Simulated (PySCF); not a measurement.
Relaxation of triplet Hg2Se

All numbers come from PySCF, UB3LYP, basis Se def2-SVP, Hg def2-SVP with ECP60 (scalar-relativistic core potentials, no spin–orbit coupling, density fitting). A (50,194) grid was used.

A hand-made bent start, of C2v symmetry, held to at least that symmetry:

```xyz
3
charge 0 multiplicity 3, angstrom
Se    0.0000    0.0000   -1.1923
Hg    2.0397    0.0000    0.2359
Hg   -2.0397    0.0000    0.2359
```

(1) What does it relax to?

(2) How much energy is released, and in how many steps?

Answers

(1) It ends at C2v with Se–Hg 2.847 Å (×2); Hg–Se–Hg 99.0° (after a last refinement on a finer grid). A frequency run shows a minimum. Other isomers or separated fragments may lie lower.

(2) 43.0 kJ/mol in 5 steps.

At this level a singlet minimum of D∞h symmetry lies 6 kJ/mol below this structure. Spin–orbit coupling, left out here, can matter for elements this heavy.

The relaxation took roughly 60 core-seconds on a shared host.
